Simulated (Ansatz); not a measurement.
Re(O)3(OH) (HO₄Re), SMILES [O]=[Re](=[O])(=[O])[OH], multiplicity 1.

Coordinates come from a PBE0-D3(BJ)/def2-SVP optimisation. The geometry has at least one imaginary mode, so it is a saddle point at that level. The spin state was assumed, not searched. The isomer is the one that the SMILES or the coordinates give; other isomers of the formula were not compared. The def2 effective core potentials stand for the cores of Re; spin–orbit coupling is left out. One conformer was computed; it need not be the lowest.

Two levels are set side by side: PBE/def2-TZVPD (Ansatz, an electronic-structure program) and PBE0/def2-TZVPD (Ansatz). Energy differences of separate SCF runs at the same geometry; the states with an electron removed or added have multiplicity 2 and 2. Differences are taken from unrounded values.

| quantity | PBE0 |
|---|---|
| vertical ionisation energy (eV) | 11.67 |
| vertical electron affinity (eV) | 0.38 |
| vertical singlet–triplet gap (eV) | 4.36 |

**Question.** What does PBE give, and how far is it from PBE0? (Estimate from the structure and the level; the computed values follow.)

**Answer.** 
| quantity | PBE | PBE minus PBE0 |
|---|---|---|
| vertical ionisation energy (eV) | 11.35 | -0.32 |
| vertical electron affinity (eV) | 0.30 | -0.08 |
| vertical singlet–triplet gap (eV) | 4.59 | 0.23 |
